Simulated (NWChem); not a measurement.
Molecule: AlHSeCl2; SMILES [Cl][Al]([Cl])[SeH]

```xyz
5

Al     0.0078    -0.5456     0.0000
Cl     1.8486    -1.5556     0.0000
Cl    -1.7738    -1.6615     0.0000
Se     0.0031     1.7640     0.0000
H     -1.4785     1.8065     0.0000
```
Atoms are numbered in this order, from 1.

Computed with NWChem. All runs use the structure optimised with B3LYP/6-31G* (spherical d). Ions are spin-unrestricted doublets at the neutral geometry; other ion states weren't tried.

Question: Predict the results for Hartree-Fock/def2-SVPD. Quantities: vertical ionisation energy, ΔSCF (eV); −ε(HOMO) (eV).

Answer: 
```json
{
  "vertical ionisation energy, ΔSCF (eV)": "9.11",
  "−ε(HOMO) (eV)": "10.36"
}
```
